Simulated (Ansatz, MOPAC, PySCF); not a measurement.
Torsion H4–S1–Ge2–Br3 in BrGeHS (SMILES [SH][Ge][Br]); at each angle all else is relaxed with GFN2-xTB, and the levels are single points there.
Geometry at 180° (charge 0, multiplicity 1):
```xyz
4

S     -1.3102     0.4780     0.5020
Ge     0.7257     0.8927    -0.3759
Br     1.2611     2.7979     0.8832
H     -1.5224    -0.5920    -0.2583
```

On the grid 0° to 330°, 270° is the highest and 180° the lowest point at MP2/CBS(def2-TZVPP, def2-QZVPP) + ΔCCSD(T)/def2-TZVPP.

Rows in 3-21G, STO-3G carry no dispersion term and start afresh at each structure; the Pople sets are all-electron and without relativity. The state that AM1 reach isn't checked.

Codes used: Ansatz (a first-principles code); MOPAC for AM1 (differences of heats of formation); PySCF for 3-21G rows, STO-3G rows. Each number belongs to the level named beside it.

**Question.** One of these levels gives 419.8 meV for the energy at 270° less that at 180°. Which?
A) AM1
B) B3LYP/3-21G
C) PBE/def2-TZVPP
D) HF/STO-3G

**Answer.** B, B3LYP/3-21G. The others give 317.4 (AM1), 544.0 (HF/STO-3G), 463.6 (PBE/def2-TZVPP)
